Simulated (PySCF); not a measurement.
Job file and geometry (Å, from PBE0-D3(BJ)/def2-SVP) of an NMR shielding run on SMILES F[SiH2][Se][SiH3], FH$_{5}$SeSi$_{2}$, GIAO PBE0/pcSseg-1 NMR shielding, non-relativistic, gas phase (PySCF); density fitting, a coarse starting grid and PySCF grid level 2 are the driver's defaults:

```
{"job": {"kind": "nmr", "xc": "PBE0", "basis": "pcSseg-1"}, "charge": 0, "multiplicity": 1}
F      1.529166     1.646234    -0.592231
Si     1.793907     0.144742    -0.029727
Se     0.208833    -1.278131    -0.783868
Si    -1.552243    -0.132203     0.141354
H      3.091774    -0.351450    -0.556482
H      1.778751     0.244184     1.453572
H     -2.037325     0.934625    -0.778560
H     -2.636196    -1.128169     0.373710
H     -1.116489     0.476073     1.433025
```

**Question.** What does the program print?

**Answer.** 
```
coarse grid: 37816 points
cycle   1  E = -3082.5174322932  dE = -9.434e-01  |g| = 8.299e-01  |ddm| = 2.836e+00
cycle   2  E = -3082.4603437189  dE =  5.709e-02  |g| = 9.058e-01  |ddm| = 9.932e-01
cycle   3  E = -3082.5688642804  dE = -1.085e-01  |g| = 2.245e-01  |ddm| = 7.066e-01
cycle   4  E = -3082.5757269996  dE = -6.863e-03  |g| = 2.979e-02  |ddm| = 1.410e-01
cycle   5  E = -3082.5758498926  dE = -1.229e-04  |g| = 7.604e-03  |ddm| = 3.313e-02
cycle   6  E = -3082.5758683291  dE = -1.844e-05  |g| = 2.286e-03  |ddm| = 1.155e-02
cycle   7  E = -3082.5758692082  dE = -8.791e-07  |g| = 5.168e-04  |ddm| = 2.894e-03
final grid: 75392 points
cycle   8  E = -3082.5757559938  dE = -2.589e-08  |g| = 5.972e-04  |ddm| = 1.506e-03
cycle   9  E = -3082.5757559848  dE =  8.963e-09  |g| = 7.134e-04  |ddm| = 1.368e-03
cycle  10  E = -3082.5757560534  dE = -6.862e-08  |g| = 4.677e-05  |ddm| = 6.677e-04
cycle  11  E = -3082.5757560540  dE = -5.930e-10  |g| = 1.284e-05  |ddm| = 5.801e-05
converged SCF energy = -3082.5757560540

GIAO shielding tensors (ppm)
atom      isotropic    diamagn.    paramagn.     s11        s22        s33       span
  0 F      361.411     470.162    -108.751    318.665    353.525    412.044     93.378
  1 Si     334.832     876.908    -542.076    267.646    348.167    388.683    121.037
  2 Se    2263.765    3005.297    -741.532   1920.098   2378.979   2492.219    572.121
  3 Si     401.654     878.823    -477.169    359.279    390.709    454.974     95.695
  4 H       25.500      26.938      -1.438     21.133     23.427     31.940     10.807
  5 H       25.537      28.261      -2.723     21.259     24.101     31.252      9.993
  6 H       26.483      28.242      -1.760     22.172     24.255     33.021     10.848
  7 H       26.476      27.867      -1.392     22.303     24.122     33.003     10.700
  8 H       26.558      28.950      -2.392     22.818     24.671     32.183      9.365
```

**Question.** Turn these shieldings into chemical shifts. References, each an isolated molecule treated in the same way: 19F (σref 177.25) against CFCl3; 29Si (σref 351.99) and 1H (σref 31.27) vs TMS; 77Se (σref 1769.71) against Me2Se.

**Answer.** Averaging equivalent atoms: F 0: -184.2; Si 1: 17.2; Si 3: -49.7; Se 2: -494; H 4/5: 5.75; H 6/7/8: 4.76 ppm. Unscaled 19F shifts against computed CFCl3 carry errors that often reach 10 to 50 ppm.

Relativistic effects, spin–orbit coupling among them, are left out; they matter for Se and for the light atoms bonded to it.

Size and cost of the density-fitted run: 131 basis functions, 9.8 s wall time on 1 thread of an Arm Neoverse V1, shared host.
